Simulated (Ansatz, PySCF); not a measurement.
C2H4GeO, SMILES `C=[CH][Ge][OH]` (lower singlet; C–C–Ge–O torsion 180°, C–Ge–O–H torsion 0°) (charge 0, multiplicity 1). This singlet lies 2.01 eV below the relaxed triplet at the level B3LYP-D3(BJ)/def2-TZVP (PySCF).

Computed with frozen-core CCSD(T)/cc-pVDZ // B3LYP-D3(BJ)/def2-TZVP (Ansatz, a quantum-chemistry and plane-wave program).

Ansatz 0.2 input:
```yaml
crystal:
  periodic: [false, false, false]
  atoms:
    - { symbol: C, position_ang: [-1.568305, -0.094146, -0.192892] }
    - { symbol: C, position_ang: [-0.26907, 0.209303, -0.144386] }
    - { symbol: Ge, position_ang: [1.063019, -1.275965, -0.101475] }
    - { symbol: O, position_ang: [2.575165, -0.291776, -0.04299] }
    - { symbol: H, position_ang: [-2.355649, 0.653763, -0.218668] }
    - { symbol: H, position_ang: [-1.907573, -1.127368, -0.209254] }
    - { symbol: H, position_ang: [0.014984, 1.262209, -0.129966] }
    - { symbol: H, position_ang: [2.447425, 0.663978, -0.044203] }
basis:
  gaussian: { orbitals: cc-pVDZ }
correlation:
  method: ccsd_t
```

Output:

```
Functional definition: HF
893 factors; integrals over basis functions are off by at most 1.4e-3 eV
mean field evaluation 1: about -60630.2027 eV, gradient 3.9e1 eV
mean field evaluation 2: about -60630.2852 eV, gradient 3.9e1 eV
mean field evaluation 4: about -60633.7393 eV, gradient 3.7e0 eV
mean field evaluation 8: about -60633.7957 eV, gradient 4.8e-4 eV
mean field evaluation 16: about -60633.7009 eV, gradient 2.4e-1 eV
mean field evaluation 32: about -60625.4907 eV, gradient 2.4e-2 eV
mean field -60633.79569948 eV, -2228.2508928932 hartree, gradient 4.4e-6 eV, S^2 0.000000; 0 other end points of the search recorded, 0 dependent functions left out
12 core orbitals not correlated
reference -60633.79569948 eV, -2228.2508928932 hartree; 16, 16 occupied and 61, 61 virtual orbitals, 893 factors
second order -14.98441139 eV of doubles, -0.00000000 eV of singles
cycle   1  -15.39124431 eV  change   -4.1e-1 eV  update   1.1e-1
cycle   2  -15.84673196 eV  change   -4.6e-1 eV  update   3.8e-2
cycle   3  -15.99623555 eV  change   -1.5e-1 eV  update   2.4e-2
cycle   4  -15.99553787 eV  change    7.0e-4 eV  update   7.3e-3
cycle   5  -15.99411803 eV  change    1.4e-3 eV  update   3.9e-3
cycle   6  -15.99530197 eV  change   -1.2e-3 eV  update   1.5e-3
cycle   7  -15.99515644 eV  change    1.5e-4 eV  update   6.3e-4
cycle   8  -15.99498827 eV  change    1.7e-4 eV  update   2.0e-4
cycle   9  -15.99500633 eV  change   -1.8e-5 eV  update   7.0e-5
cycle  10  -15.99500797 eV  change   -1.6e-6 eV  update   2.5e-5
perturbative correction -0.54929565 eV, -0.0201862430 hartree
Total energy: -60650.34000311 eV, -2228.8588848373 hartree
```
